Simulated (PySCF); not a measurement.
Atomic charges against the basis set

Compound: CF3SO3H.
SMILES with atom numbers: `[O:1]=[S:2](=[O:3])([OH:4])[C:5]([F:6])([F:7])[F:8]` (hydrogens: H9 on O4)

PBE0 throughout (PySCF), one geometry, spherical d and f functions. Isolated species at its PBE0-D3(BJ)/def2-SVP geometry (one conformer only). Atoms taken as equivalent share a column and are averaged.

Mulliken charges (e):

| basis | functions | O1/O3 | S2 | O4 | C5 | F6/F7/F8 | H9 |
| --- | --- | --- | --- | --- | --- | --- | --- |
| STO-3G | 45 | -0.458 | +1.138 | -0.381 | +0.228 | -0.092 | +0.206 |
| pcSseg-0 | 78 | -0.685 | +1.701 | -0.700 | +0.787 | -0.281 | +0.425 |
| 6-31G | 78 | -0.518 | +1.349 | -0.639 | +0.539 | -0.222 | +0.453 |
| 6-31G* | 118 | -0.490 | +1.244 | -0.661 | +0.701 | -0.260 | +0.477 |
| cc-pVDZ | 121 | -0.400 | +0.918 | -0.304 | +0.375 | -0.131 | +0.204 |
| def2-SVP | 121 | -0.413 | +0.858 | -0.330 | +0.506 | -0.144 | +0.226 |
| pcSseg-1 | 148 | -0.483 | +1.158 | -0.441 | +0.662 | -0.231 | +0.279 |
| aug-cc-pVDZ | 197 | -0.786 | +2.092 | -0.594 | +1.128 | -0.401 | +0.150 |
| 6-311+G(2d,p) | 230 | -0.425 | +0.908 | -0.417 | +0.893 | -0.284 | +0.317 |
| cc-pVTZ | 258 | -0.391 | +0.814 | -0.300 | +0.387 | -0.120 | +0.241 |
| def2-TZVP | 260 | -0.378 | +0.765 | -0.376 | +0.375 | -0.122 | +0.360 |
| IGLO-III | 299 | -0.518 | +1.349 | -0.580 | +0.410 | -0.166 | +0.355 |
| pcSseg-2 | 309 | -0.435 | +0.955 | -0.326 | +0.580 | -0.198 | +0.254 |

IAO charges (e):

```csv
basis,functions,O1/O3,S2,O4,C5,F6/F7/F8,H9
STO-3G,45,-0.583,+1.489,-0.486,+0.269,-0.119,+0.252
pcSseg-0,78,-0.734,+1.838,-0.657,+0.558,-0.217,+0.381
6-31G,78,-0.726,+1.813,-0.659,+0.557,-0.217,+0.393
6-31G*,118,-0.825,+2.099,-0.710,+0.616,-0.249,+0.391
cc-pVDZ,121,-0.815,+2.077,-0.707,+0.614,-0.248,+0.390
def2-SVP,121,-0.822,+2.089,-0.706,+0.617,-0.248,+0.389
pcSseg-1,148,-0.824,+2.103,-0.711,+0.615,-0.251,+0.393
aug-cc-pVDZ,197,-0.826,+2.100,-0.720,+0.628,-0.253,+0.403
"6-311+G(2d,p)",230,-0.841,+2.147,-0.727,+0.618,-0.254,+0.405
cc-pVTZ,258,-0.842,+2.147,-0.728,+0.628,-0.255,+0.402
def2-TZVP,260,-0.851,+2.178,-0.733,+0.625,-0.257,+0.403
IGLO-III,299,-0.848,+2.167,-0.733,+0.622,-0.256,+0.406
pcSseg-2,309,-0.848,+2.168,-0.732,+0.624,-0.256,+0.404
```

Hirshfeld charges (e):

| basis | functions | O1/O3 | S2 | O4 | C5 | F6/F7/F8 | H9 |
| --- | --- | --- | --- | --- | --- | --- | --- |
| STO-3G | 45 | -0.341 | +0.773 | -0.231 | +0.190 | -0.061 | +0.133 |
| pcSseg-0 | 78 | -0.317 | +0.637 | -0.227 | +0.229 | -0.066 | +0.195 |
| 6-31G | 78 | -0.328 | +0.630 | -0.224 | +0.236 | -0.062 | +0.200 |
| 6-31G* | 118 | -0.285 | +0.496 | -0.188 | +0.236 | -0.060 | +0.204 |
| cc-pVDZ | 121 | -0.279 | +0.508 | -0.189 | +0.224 | -0.060 | +0.195 |
| def2-SVP | 121 | -0.287 | +0.536 | -0.194 | +0.234 | -0.066 | +0.196 |
| pcSseg-1 | 148 | -0.283 | +0.523 | -0.193 | +0.241 | -0.067 | +0.196 |
| aug-cc-pVDZ | 197 | -0.279 | +0.518 | -0.190 | +0.234 | -0.066 | +0.194 |
| 6-311+G(2d,p) | 230 | -0.271 | +0.496 | -0.186 | +0.237 | -0.068 | +0.198 |
| cc-pVTZ | 258 | -0.275 | +0.498 | -0.186 | +0.234 | -0.064 | +0.198 |
| def2-TZVP | 260 | -0.269 | +0.487 | -0.184 | +0.236 | -0.067 | +0.201 |
| IGLO-III | 299 | -0.269 | +0.500 | -0.185 | +0.238 | -0.070 | +0.196 |
| pcSseg-2 | 309 | -0.274 | +0.502 | -0.187 | +0.238 | -0.067 | +0.197 |

ESP-fitted charges (e):

```
        basis  functions   O1/O3      S2      O4      C5  F6/F7/F8      H9
       STO-3G         45  -0.502  +1.257  -0.513  +0.204    -0.083  +0.306
     pcSseg-0         78  -0.581  +1.379  -0.670  +0.436    -0.154  +0.480
        6-31G         78  -0.542  +1.226  -0.661  +0.381    -0.124  +0.511
       6-31G*        118  -0.381  +0.782  -0.473  +0.168    -0.053  +0.443
      cc-pVDZ        121  -0.404  +0.870  -0.471  +0.255    -0.087  +0.416
     def2-SVP        121  -0.442  +0.997  -0.501  +0.220    -0.085  +0.423
     pcSseg-1        148  -0.427  +0.940  -0.498  +0.248    -0.089  +0.432
  aug-cc-pVDZ        197  -0.383  +0.805  -0.430  +0.197    -0.070  +0.404
6-311+G(2d,p)        230  -0.362  +0.742  -0.437  +0.216    -0.073  +0.422
      cc-pVTZ        258  -0.377  +0.786  -0.433  +0.180    -0.064  +0.412
    def2-TZVP        260  -0.378  +0.798  -0.445  +0.176    -0.065  +0.422
     IGLO-III        299  -0.352  +0.719  -0.415  +0.181    -0.064  +0.410
     pcSseg-2        309  -0.408  +0.874  -0.460  +0.225    -0.081  +0.420
```

Some averages cover members that differ in this geometry, most widely: O1/O3, ESP-fitted in 6-311+G(2d,p) -0.390 to -0.334; O1/O3, ESP-fitted in def2-TZVP -0.405 to -0.351; O1/O3, ESP-fitted in IGLO-III -0.379 to -0.325; O1/O3, ESP-fitted in pcSseg-2 -0.435 to -0.381 e.

Task: Which scheme is steadiest as the basis changes?

Result: Largest range over the bases for any column: Hirshfeld 0.29 e, ESP-fitted 0.66 e, IAO 0.69 e, Mulliken 1.33 e. Hirshfeld charges move least and Mulliken charges most, counted in e. Without the minimal STO-3G basis the ranges are Hirshfeld 0.15, ESP-fitted 0.66, IAO 0.36, Mulliken 1.33 e.

Task: How much do the charges still move between the two largest bases, IGLO-III and pcSseg-2?

Result: At most, over all atoms: Mulliken 0.394 e, IAO 0.002 e, Hirshfeld 0.005 e, ESP-fitted 0.155 e.

Task: What do the same runs give for the total energy, the frontier levels and the dipole moment?

Result: 
| basis | energy (Eh) | HOMO (eV) | LUMO (eV) | μ (D) |
| --- | --- | --- | --- | --- |
| STO-3G | -948.7322 | -3.89 | 4.58 | 2.21 |
| pcSseg-0 | -959.3215 | -9.98 | -0.50 | 2.97 |
| 6-31G | -960.8752 | -10.07 | -0.80 | 3.24 |
| 6-31G* | -961.3024 | -9.69 | 0.66 | 2.92 |
| cc-pVDZ | -961.3483 | -9.55 | 0.52 | 2.71 |
| def2-SVP | -960.7670 | -9.78 | 0.47 | 2.74 |
| pcSseg-1 | -961.2679 | -10.00 | 0.11 | 2.78 |
| aug-cc-pVDZ | -961.4132 | -9.98 | -0.68 | 2.71 |
| 6-311+G(2d,p) | -961.5629 | -10.10 | -0.49 | 2.73 |
| cc-pVTZ | -961.6021 | -9.90 | 0.13 | 2.75 |
| def2-TZVP | -961.6503 | -10.03 | 0.01 | 2.75 |
| IGLO-III | -961.6429 | -10.06 | -0.21 | 2.70 |
| pcSseg-2 | -961.6446 | -10.13 | -0.32 | 2.79 |

The dipole is fixed by the density alone, so its range of 1.03 D shows that the density itself changes with the basis, not only its division among atoms.
